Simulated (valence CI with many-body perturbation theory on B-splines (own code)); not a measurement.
Level structure of Mo XXVIII

Calculated by relativistic CI+MBPT: five valence electrons over a frozen Dirac-Fock core [Ne], radial functions for each j: 11 s, 11 p, 10 d, 8 f, 5 g, 2 h, with the one-electron correlation potential Σ1 (screened to all orders), the two-electron term Σ2, the three-electron term Σ3, Breit, model QED; selected single and double excitations, second order for the rest, scaled by the run's own slope (own B-spline code, finite nucleus).

The last digits are not significant, and no measured levels were compared; by estimate large intervals hold to a few tenths of a per cent, small ones and those within an open d or f shell to about a per cent. Among the levels kept, up to 3700 cm⁻¹ of a level comes from second order outside the variational space, and about a tenth of that is noise between levels of different J, which matters for small intervals.

Levels 91 to 135 of 167, with energies above the lowest level, 3s²3p³ ⁴S°_3/2. "Leading %" is the weight of the configuration and term that name the level; weights of strongly mixed levels are sums over their largest components and can fall short, so below about 35 % the name and the second component can differ from the true leading terms, or belong to a minority configuration. Lifetimes count E1, E2, E3, M1 and M2 decay at the calculated energies, and are blank where another channel may lead or the interval is too uncertain; long ones can be off by a factor of two.

```
No.  Configuration  Term     J  E (cm⁻¹)  Leading %  Lifetime      g   Second component
 91        3s3p³3d   ²P°   3/2   2032600         22   4.79 ps  1.222   11 % 3s3p³3d ²D°
 92        3s3p³3d   ²D°   3/2   2050400         32   4.64 ps  0.972   13 % 3s3p³3d ⁴D°
 93        3s3p³3d   ⁴D°   5/2   2051700         27   5.22 ps  1.151   15 % 3s3p³3d ²F°
 94        3s3p³3d   ⁴D°   7/2   2055100         58   6.11 ps  1.294   17 % 3s3p³3d ²F°
 95        3s3p³3d   ⁴D°   1/2   2058200         33   4.58 ps  0.799   12 % 3s3p³3d ²P°
 96       3s²3p3d²   ⁴G°   7/2   2061400         33   9.86 ps  1.069   18 % 3s3p³3d ²G°
 97        3s3p³3d   ²P°   1/2   2065600         21   5.73 ps  1.137  16 % 3s²3p3d² ⁴D°
 98       3s²3p3d²   ⁴G°   9/2   2067800         44   14.9 ps  1.173   16 % 3s3p³3d ⁴F°
 99        3s3p³3d   ⁴P°   5/2   2082100         13   14.7 ps  1.249   12 % 3s3p³3d ⁴D°
100        3s3p³3d   ⁴D°   1/2   2089900         28   4.19 ps  0.504  21 % 3s²3p3d² ⁴D°
101       3s²3p3d²   ²S°   1/2   2094400         19   4.46 ps  1.320   15 % 3s3p³3d ⁴P°
102        3s3p³3d   ²D°   3/2   2102100         23   4.72 ps  0.990   10 % 3s3p³3d ⁴D°
103        3s3p³3d   ⁴D°   3/2   2103400         13   5.45 ps  1.237  12 % 3s²3p3d² ⁴P°
104        3s3p³3d   ²F°   5/2   2107200         37   6.56 ps  0.899  20 % 3s²3p3d² ²F°
105       3s²3p3d²   ²F°   5/2   2118300         15   5.06 ps  1.169   13 % 3s3p³3d ⁴D°
106       3s²3p3d²   ⁴D°   1/2   2127500         35   5.30 ps  0.681   27 % 3s3p³3d ²P°
107       3s²3p3d²   ⁴G°   9/2   2127800         30   12.9 ps  1.182   24 % 3s3p³3d ²G°
108       3s²3p3d²   ⁴F°   3/2   2132600         21   3.65 ps  0.983  12 % 3s²3p3d² ⁴D°
109       3s²3p3d²   ²F°   7/2   2142800         26   9.10 ps  1.228   18 % 3s3p³3d ⁴D°
110        3s3p³3d   ²F°   5/2   2154600         30   3.87 ps  1.039  19 % 3s²3p3d² ⁴F°
111        3s3p³3d   ²F°   7/2   2163000         43   6.31 ps  1.163  12 % 3s²3p3d² ²G°
112       3s²3p3d²   ⁴D°   3/2   2163400         35   4.82 ps  1.143   14 % 3s3p³3d ²P°
113       3s²3p3d²   ²H°   9/2   2167200         69   10.5 ps  0.975   20 % 3s3p³3d ²G°
114        3s3p³3d   ²D°   5/2   2170500         40   5.63 ps  1.183  12 % 3s²3p3d² ⁴D°
115       3s²3p3d²   ⁴F°   3/2   2174300         24   3.58 ps  0.972   18 % 3s3p³3d ²P°
116       3s²3p3d²   ⁴D°   7/2   2182500         26   4.36 ps  1.241   23 % 3s3p³3d ²F°
117       3s²3p3d²   ⁴F°   5/2   2187300         18   3.88 ps  1.042   13 % 3s3p³3d ²F°
118       3s²3p3d²   ⁴P°   1/2   2198600         38   3.99 ps  1.878   31 % 3s3p³3d ²S°
119       3s²3p3d²   ⁴D°   5/2   2202300         24   4.93 ps  1.139  19 % 3s²3p3d² ²F°
120       3s²3p3d²   ⁴P°   3/2   2204500         50   4.45 ps  1.549   9 % 3s²3p3d² ²P°
121       3s²3p3d²   ⁴G°  11/2   2206200         93   16.0 ps  1.267    4 % 3s3p³3d ⁴G°
122        3s3p³3d   ²P°   3/2   2219600         43   5.41 ps  1.152   19 % 3s3p³3d ²D°
123       3s²3p3d²   ²F°   7/2   2233100         29   4.71 ps  0.999  27 % 3s²3p3d² ²G°
124        3s3p³3d   ²D°   3/2   2250000         26   5.03 ps  1.051   24 % 3s3p³3d ²P°
125        3s3p³3d   ²F°   7/2   2253200         29   4.73 ps  1.235  20 % 3s²3p3d² ⁴F°
126        3s3p³3d   ²D°   5/2   2258000         29   5.04 ps  1.232  17 % 3s²3p3d² ⁴D°
127       3s²3p3d²   ⁴F°   9/2   2264300         51   4.21 ps  1.242  16 % 3s²3p3d² ⁴G°
128       3s²3p3d²   ²P°   1/2   2267100         29   3.23 ps  0.698   28 % 3s3p³3d ²P°
129        3s3p³3d   ²P°   1/2   2294200         26   4.41 ps  0.668  21 % 3s²3p3d² ²P°
130        3s3p³3d   ²P°   3/2   2294900         23   3.10 ps  1.105  21 % 3s²3p3d² ⁴D°
131       3s²3p3d²   ²F°   7/2   2299900         28   4.24 ps  1.180   19 % 3s3p³3d ²F°
132       3s²3p3d²   ⁴D°   5/2   2302100         26   3.12 ps  1.248  14 % 3s²3p3d² ⁴P°
133       3s²3p3d²   ⁴D°   7/2   2317900         28   3.40 ps  1.259  24 % 3s²3p3d² ²F°
134       3s²3p3d²   ²D°   5/2   2322100         14   3.43 ps  1.214  14 % 3s²3p3d² ⁴D°
135       3s²3p3d²   ²P°   3/2   2327300         12   2.32 ps  1.096  11 % 3s²3p3d² ⁴D°
```

Names give the largest LS component (configuration and term), which can be under half, so a name can repeat, a term be missing and a line seem to break the LS rules; names also repeat where a configuration has a term twice.

Where two levels of one J and parity lie close, their mixing, g and order are uncertain.
